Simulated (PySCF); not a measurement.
Species: FGeH5SSi.
InChI=1S/FGeH5SSi/c1-2-3-4/h2H2,4H3

Method: EOM-IP-CCSD/aug-cc-pVDZ in PySCF, restricted Hartree–Fock reference, frozen core, non-relativistic, gas phase, PBE0-D3(BJ)/def2-SVP geometry.

Hartree–Fock orbital energies give these Koopmans values (eV): HOMO 10.48, HOMO-1 11.92, HOMO-2 12.59, HOMO-3 13.52, HOMO-4 13.87, HOMO-5 14.20, HOMO-6 16.59, HOMO-7 17.32.

Question: What vertical ionisation energies does EOM-IP-CCSD give?

Answer: 
```csv
leading hole (HF orbital),Koopmans (eV),EOM-IP-CCSD (eV),change (eV),one-hole share
HOMO,10.48,9.76,-0.72,0.95
HOMO-1,11.92,11.18,-0.74,0.95
HOMO-2,12.59,11.87,-0.72,0.95
HOMO-3,13.52,12.65,-0.87,0.94
HOMO-4,13.87,12.97,-0.90,0.94
HOMO-5,14.20,13.18,-1.02,0.94
HOMO-6,16.59,14.69,-1.90,0.94
HOMO-7,17.32,15.07,-2.25,0.93
```

Question: Does the order of the lines follow the orbital energies?

Answer: Yes, no two lines change places. The corrections run from -2.25 to -0.72 eV, with a mean of -1.14 eV over the 8 lines; no line lies above its Koopmans value. Koopmans values leave out both the relaxation of the orbitals and the change in correlation energy.

Question: At what kinetic energies would He I light (21.22 eV) eject these electrons?

Answer: 11.46 eV (HOMO), 10.04 eV (HOMO-1), 9.35 eV (HOMO-2), 8.57 eV (HOMO-3), 8.25 eV (HOMO-4), 8.04 eV (HOMO-5), 6.53 eV (HOMO-6), 6.15 eV (HOMO-7).

One root was sought for each valence orbital with −ε under 21 eV, eight at most, so deeper holes and satellites are missing; no vibrational structure.

On x86-64 server, one thread, no GPU, on a shared host, this took 3.2 min.

Conformer computed: `[F:1][GeH2:2][S:3][SiH3:4]`: F1–Ge2–S3–Si4 52°.

One conformer stands for the species.
